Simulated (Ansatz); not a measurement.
The same path of C$_{3}$H$_{7}$B$_{2}$F (13 atoms, charge 0, multiplicity 1) was run twice with different band settings.

Method: Ansatz 0.2.0, RKS PBE/def2-SVP.

Relaxed end points:

```xyz
13
Properties=species:S:1:pos:R:3
B -0.220 -2.961 -0.277
B 0.509 -1.430 -0.314
F 1.799 -1.331 -0.726
C -0.221 -0.112 0.093
C 0.378 1.104 -0.002
C -0.230 2.423 0.352
H -0.214 -3.672 0.716
H -0.814 -3.424 -1.238
H -1.263 -0.139 0.466
H 1.419 1.139 -0.377
H 0.383 2.947 1.117
H -1.264 2.323 0.735
H -0.244 3.099 -0.531
```

```xyz
13
Properties=species:S:1:pos:R:3
B -0.234 -2.944 -0.414
B 0.526 -1.448 -0.168
F 1.879 -1.409 -0.053
C -0.242 -0.095 -0.055
C 0.400 1.079 0.184
C -0.232 2.426 0.320
H -0.475 -3.385 -1.527
H -0.611 -3.644 0.513
H -1.344 -0.062 -0.161
H 1.502 1.050 0.292
H 0.190 3.137 -0.423
H -0.005 2.867 1.316
H -1.332 2.393 0.192
```

Common settings: spring 5.0 eV/Å²; optimiser quadratic models (default); start path through a guess of the saddle point; force threshold 0.03 eV/Å; iteration limit 60; end points relaxed.

| run | movable images | climbing image |
| --- | --- | --- |
| 1 | 5 | yes |
| 2 | 6 | no |

Task: What does each run give, and how far can it be trusted?

Result: Run 1: converged after 37 iterations, highest image 0.196 eV above the first end. The profile has 2 maxima (images 3, 5) with wells between them (image 4): this band takes more than one step, which may be the mechanism or a detour left from its start path. A vibrational analysis at the climbing image gives one clearly imaginary mode, 224i cm⁻¹: a first-order saddle point.
Run 2: converged after 50 iterations, highest image 0.191 eV above the first end. The profile has 2 maxima (images 2, 5) with wells between them (image 3): this band takes more than one step, which may be the mechanism or a detour left from its start path. No image climbed, so the highest image needn't sit at the top of the path.
